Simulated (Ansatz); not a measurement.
Cost against result

The pair of NH₃ (SMILES N, atoms 1–4) and AsH₃ (SMILES [AsH3], atoms 5–8), both closed shells, in one local arrangement (a lower one may exist), relaxed at PBE0-D4/def2-TZVP:

```
8
angstrom
N 0.0678 0.1069 -1.5736
H 0.7709 -0.5127 -1.9571
H -0.8053 -0.1045 -2.0412
H 0.3276 1.0502 -1.8341
As 0.3330 0.2858 1.6412
H -1.1527 0.3737 1.3409
H 0.3854 -1.1933 1.3026
H 0.0732 -0.0061 3.1214
```

Interaction energies are counterpoise-corrected; the time is that of the whole pair.

Ansatz 0.2.0; basis: as named in each row; cores frozen in the correlated methods. Filled d shells of the heavier atoms are correlated. The def2 sets are not built for correlating such inner shells, so the correlated values are less sure here. B3LYP uses VWN-RPA correlation. Extrapolation: Hartree–Fock as exp(−7.88 √X), correlation as X^−2.97.

Times are rough, for one single point on 4 threads of a shared host (Arm Neoverse V1).

The estimate by CCSD(T) at an estimated basis limit (MP2 extrapolated from triple and quadruple zeta, plus CCSD(T) − MP2 in triple zeta) is -1.64 kcal/mol.

| method | basis | time (s) | interaction energy (kcal/mol) | method less estimate |
| --- | --- | --- | --- | --- |
| HF | STO-3G | under 1 | 1.06 | 2.70 |
| PBE-D4 | STO-3G | under 1 | -0.27 | 1.36 |
| SPW92 | def2-SVP | under 1 | -3.61 | -1.97 |
| PBE-D4 | def2-SVP | under 1 | -2.55 | -0.91 |
| B3LYP-D4 | 6-31G | under 1 | -2.62 | -0.98 |
| PBE0-D4 | def2-SVP | under 1 | -2.46 | -0.82 |
| revPBE-D4 | def2-TZVPPD | 1 | -1.87 | -0.23 |
| BLYP-D4 | def2-TZVPPD | 2 | -1.80 | -0.16 |
| PBE-D4 | def2-TZVPPD | 2 | -2.11 | -0.47 |
| PBE0-D4 | def2-TZVPPD | 2 | -1.99 | -0.35 |
| B3LYP-D4 | def2-TZVPPD | 2 | -1.89 | -0.25 |
| CCSD(T) | def2-SVP | 2 | -0.83 | 0.81 |
| wB97M-V | def2-SVP | 2 | -2.18 | -0.54 |
| r2SCAN-D4 | def2-TZVPPD | 2 | -1.67 | -0.04 |
| B2PLYP | def2-TZVPPD | 4 | -0.87 | 0.77 |
| wB97X-V | def2-TZVPPD | 4 | -1.77 | -0.13 |
| B97M-V | def2-TZVPPD | 5 | -2.08 | -0.45 |
| HSE06-D4 | def2-TZVPPD | 6 | -1.98 | -0.34 |
| wB97M-V | def2-TZVPPD | 6 | -1.85 | -0.21 |
| MP2 | def2-QZVPPD | 15 | -1.60 | 0.04 |
| CCSD(T) | def2-TZVPPD | 50 | -1.35 | 0.29 |

No T1 diagnostic of these runs exceeds 0.012.
